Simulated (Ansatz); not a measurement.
Program: Ansatz. Geometries: PBE0-D4/def2-TZVP. ΔE: electronic, gas phase. CBS: MP2 limit from def2 TZ/QZ plus the TZ coupled-cluster correction, frozen cores. DFT in def2-TZVPP. B3LYP here is the variant with VWN-RPA as its local correlation; programs differ in this. Each species was taken in one conformer, which may not be the lowest.

`OBNCS` → `BOC(N)S`  (isomerisation)

```csv
level,ΔE (kcal/mol),difference from CCSD(T)/CBS
PBE-D4,40.9,0.0
r2SCAN-D4,41.2,0.3
PBE0-D4,41.6,0.7
B3LYP-D4,40.8,-0.1
ωB97X-V,39.6,-1.3
ωB97M-V,40.7,-0.2
B2PLYP,40.7,-0.2
PBE,40.8,-0.1
r2SCAN,41.2,0.3
PBE0,41.5,0.6
B3LYP,40.6,-0.3
HF/def2-TZVPP,39.2,-1.7
MP2/def2-TZVPP,41.6,0.7
SCS-MP2/def2-TZVPP,40.3,-0.6
CCSD/def2-TZVPP,40.5,-0.4
CCSD(T)/def2-TZVPP,40.4,-0.5
HF/def2-QZVPP,39.2,-1.7
MP2/def2-QZVPP,41.9,1.0
SCS-MP2/def2-QZVPP,40.7,-0.2
HF/CBS(def2),39.2,-1.7
MP2/CBS(def2),42.2,1.3
CCSD/CBS(def2),41.1,0.2
CCSD(T)/CBS,40.9,0
```

Largest T1 diagnostic among the species: 0.014.

From PBE to PBE0 (25 % exact exchange), in def2-TZVPP and without D4, ΔE moves by +0.7 kcal/mol. In def2-TZVPP, CCSD(T) changes the Hartree–Fock value by +1.1 kcal/mol (the triples alone add −0.1 kcal/mol) and MP2 by +2.4 kcal/mol.
